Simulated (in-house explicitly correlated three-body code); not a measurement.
Values are calculated unless marked as measured or tabulated.
## Two electrons around a charge Z: errors of exchange and correlation functionals on the exact density

The exact non-relativistic ground state comes from a variational code in 260 exponentially correlated functions, the Kohn-Sham parts from inverting its density (past Z = 6 the correlation energy is taken as exact minus Hartree-Fock, equal to within microhartrees), and self-consistent runs (Hartree-Fock is restricted) from a B-spline radial code. Z may be fractional; the second electron is bound down to Z = 0.911.

Each entry is functional minus exact.

| Z | BP86 x (mEh) | BP86 c (mEh) | M06-L x (mEh) | M06-L c (mEh) | SCAN x (mEh) | SCAN c (mEh) |
| --- | --- | --- | --- | --- | --- | --- |
| 2.22 | +1.16 | -1.45 | -13.68 | +1.28 | -4.99 | +3.89 |
| 2.66 | ? | ? | ? | ? | ? | ? |
| 3.2 | +7.19 | -2.17 | -20.20 | -2.33 | -4.54 | +3.07 |
| 3.74 | +10.33 | -3.52 | -23.90 | -3.96 | -4.42 | +2.80 |
| 4.5 | +14.67 | -6.26 | -29.16 | -5.96 | -4.31 | +2.52 |
| 5.8 | +21.97 | -12.50 | -38.24 | -8.81 | -4.19 | +2.20 |
| 6.6 | ? | ? | ? | ? | ? | ? |
| 8.5 | +36.96 | -28.44 | -57.26 | -13.26 | -4.07 | +1.79 |
| 9.5 | +42.48 | -34.74 | -64.33 | -14.59 | -4.05 | +1.69 |
| 11.9 | +55.71 | -49.90 | -81.32 | -17.31 | -4.00 | +1.50 |

Problem. What belongs in the row Z = 2.66?

Solution. BP86 x (mEh): +3.95; BP86 c (mEh): -1.47; M06-L x (mEh): -16.56; M06-L c (mEh): -0.47; SCAN x (mEh): -4.73; SCAN c (mEh): +3.44.

Problem. What belongs in the row Z = 6.6?

Solution. BP86 x (mEh): +26.43; BP86 c (mEh): -16.94; M06-L x (mEh): -43.86; M06-L c (mEh): -10.29; SCAN x (mEh): -4.15; SCAN c (mEh): +2.05.

Problem. How do the exchange errors scale with Z?

Solution. BP86 -0.10 % in the size of E_x at Z = 2.22 and -0.77 % at 11.9; M06-L +1.18 % in the size of E_x at Z = 2.22 and +1.13 % at 11.9; SCAN +0.43 % in the size of E_x at Z = 2.22 and +0.06 % at 11.9. Exchange scales linearly under uniform scaling of the density, so its relative error changes only with the density's shape.
